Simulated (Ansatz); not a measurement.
Born–Oppenheimer molecular dynamics of CH5Ga (7 atoms, charge 0, multiplicity 1). It starts from a relaxed structure.

The calculation used RKS B3LYP-D4/def2-SVP in Ansatz.

```
ensemble                      : NVE (velocity Verlet)
time step                     : 0.5 fs
steps asked                   : 300
starting velocities drawn for : 500 K
masses                        : H 3.016 u
seed                          : 131599
```

First frame:

```xyz
7
Properties=species:S:1:pos:R:3
Ga -0.007 -0.006 -0.005
C -0.010 -0.018 1.976
H -0.986 -0.301 2.396
H 0.766 -0.693 2.371
H 0.234 0.997 2.337
H 1.362 0.010 -0.791
H -1.358 0.010 -0.822
```

What does the run give?

The run went to its last step.

* steps done: 300
* time covered: 150 fs
* mean temperature over the second half: 274 K
* spread of the potential energy over the second half: 7.5 meV per atom
* mean potential energy of the second half above the start: 20.9 meV per atom

The conserved energy stayed within 0.099 meV per atom of its start (net change 0.012 meV per atom), so the integration is sound. Over the second half the temperature averaged 0.55 of the 500 K drawn at the start: a run that starts near a minimum puts about half its kinetic energy into the potential. A run of 0.15 ps of so small a system gives no equilibrium averages.

What happens to the structure?

The same pairs are bonded in the first frame and the last. Pairs count as bonded within 1.25 times the sum of covalent radii (0.12 Å more for H–H). Another seed would give other details.

How do temperature and energy run in time?


| time (fs) | T (K) | potential energy less start (eV) | conserved less start (meV/atom) |
| --- | --- | --- | --- |
| 0 | 500 | 0.000 | 0.00 |
| 12.5 | 190 | 0.201 | 0.06 |
| 25 | 193 | 0.199 | 0.07 |
| 37.5 | 399 | 0.065 | 0.02 |
| 50 | 129 | 0.241 | 0.07 |
| 62.5 | 243 | 0.167 | 0.06 |
| 75 | 454 | 0.029 | 0.00 |
| 87.5 | 158 | 0.222 | 0.07 |
| 100 | 273 | 0.147 | 0.05 |
| 112.5 | 377 | 0.080 | 0.01 |
| 125 | 116 | 0.249 | 0.09 |
| 137.5 | 268 | 0.150 | 0.05 |
| 150 | 397 | 0.066 | 0.01 |

The run took 11 min on 1 thread of Arm Neoverse V1, on a shared host, peak memory 0.13 GiB.
